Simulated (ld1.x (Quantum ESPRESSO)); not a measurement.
Configuration tests for Gd (Z = 64) (ultrasoft)

```
Element                 : Gd
Generator               : ld1.x (Quantum ESPRESSO) 7.5
Type                    : ultrasoft
Functional              : LDA (PZ)
Relativity              : scalar-relativistic
Frozen core             : [Kr] 4d10
Valence charge          : 18
Reference configuration : 4f7 5s2 5p6 5d1 6s2 6p0
Partial waves           : 5s (bound): rcut 2.20, rcutus 2.30 bohr; 6s (bound): rcut 2.20, rcutus 2.30 bohr; 5p (bound): rcut 2.05, rcutus 2.30 bohr; 6p (bound, empty): rcut 2.05, rcutus 2.30 bohr; 5d (bound): rcut 2.15, rcutus 2.45 bohr; 5d channel at 0.45 Ry: rcut 2.15, rcutus 2.45 bohr; 4f (bound): rcut 1.30, rcutus 1.45 bohr; 4f channel at 0.1 Ry: rcut 1.30, rcutus 1.45 bohr
Local potential         : all-electron potential smoothed inside 1.90 bohr (lloc = -1)
Core correction         : none
Augmentation charge     : PSQ, inside the norm-conserving radii
```

Energies are relative to the spin-unpolarised reference configuration 4f7 5s2 5p6 5d1 6s2 6p0; without spin polarisation the order of configurations can differ from experiment. Spin-polarised rows fill each open shell by Hund’s rule, majority spin first.

Its overlap operator is not positive definite in a basis up to 400 Ry (lowest eigenvalue p -0.02), so the file is unfit for use: the generalised eigenproblem breaks down once the basis is large enough, and its test numbers describe a broken file.

```tsv
valence configuration	charge	ΔE all-electron (eV)	error AE − PS (meV)
4f7 5s2 5p6 5d1 6s1 6p0	+1	6.856	-7.3
4f7 5s2 5p6 5d1 6s0 6p0	+2	19.233	-51
4f7 5s2 5p6 5d0 6s0 6p0	+3	39.279	-39
4f6 5s2 5p6 5d2 6s1 6p0	+1	16.231	+402
4f7 5s2 5p6 5d1 6s0 6p2	0	6.101	-77
4f6 5s2 5p6 5d0 6s0 6p0	+4	83.112	-210
4f8 5s2 5p6 5d1 6s0 6p0	+1	4.267	+506
4f7 5s2 5p6 5d1 6s2 6p0 (spin-polarised)	0	-9.126	+14807
4f7 5s2 5p6 5d1 6s1 6p0 (spin-polarised)	+1	-2.841	+15309
```

Levels in the configuration 4f7 5s2 5p6 5d1 6s2 6p0 (spin-polarised):

```tsv
level	all-electron (eV)	pseudo (eV)
4f up	-10.523	-12.292
5s up	-50.929	-51.956
5p up	-28.206	-28.698
5d up	-3.077	-3.243
6s up	-4.470	-4.827
5s down	-47.811	-45.131
5p down	-25.751	-24.894
6s down	-3.949	-3.569
```

The ghost test of this file was not conclusive.
